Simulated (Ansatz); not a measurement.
Reaction (isomerisation): `[CH3][SnH2][Cl]` → `Cl[CH2][SnH3]`

Isolated molecules relaxed with PBE0-D4/def2-TZVP in Ansatz; ΔE leaves out vibrations. CCSD(T)/CBS adds triple-zeta CCSD(T) − MP2 to the extrapolated MP2 energy (def2 sets, frozen cores). Functionals use def2-TZVPP. B3LYP here is the variant with VWN-RPA as its local correlation; programs differ in this. Elements past krypton have def2 core potentials. For Sn outer-core shells are correlated without core-valence functions, which leaves a few kJ/mol of doubt a bond.

```
             level  ΔE (kJ/mol)  difference from CCSD(T)/CBS
         r2SCAN-D4        180.0                         -0.6
            B97M-V        180.0                         -0.6
          B3LYP-D4        176.9                         -3.7
        r2SCAN0-D4        181.8                          1.2
             BHLYP        183.9                          3.3
  CCSD(T)/def2-SVP        173.1                         -7.5
     HF/def2-QZVPP        191.5                         10.9
SCS-MP2/def2-QZVPP        181.8                          1.2
      HF/CBS(def2)        191.7                         11.1
    CCSD/CBS(def2)        182.7                          2.1
       CCSD(T)/CBS        180.6                            0
```

**Question.** What do rigid-rotor, harmonic-oscillator terms from PBE0-D4/def2-TZVP frequencies (298.15 K, 1 bar) make of the CCSD(T)/CBS value? (Best estimate.)

**Answer.** The calculation gave: ΔZPE = -7.7 kJ/mol, ΔH = +172.3 kJ/mol, ΔS = -3 J/(mol·K), ΔG = +173.3 kJ/mol.

Largest T1 diagnostic among the species: 0.012.

From BLYP to BHLYP (50 % exact exchange), in def2-TZVPP and without D4, ΔE moves by +9.5 kJ/mol. In def2-TZVPP, CCSD(T) changes the Hartree–Fock value by −16.8 kJ/mol (the triples alone add −2.2 kJ/mol) and MP2 by −10.7 kJ/mol. Leaving LDA and LC-ωPBE aside and taking each functional with its dispersion term where it has one, the values, not all of them listed here, spread over 15.1 kJ/mol, from revPBE-D4 to BHLYP-D4. LDA lies −8.1 kJ/mol from PBE without D4.
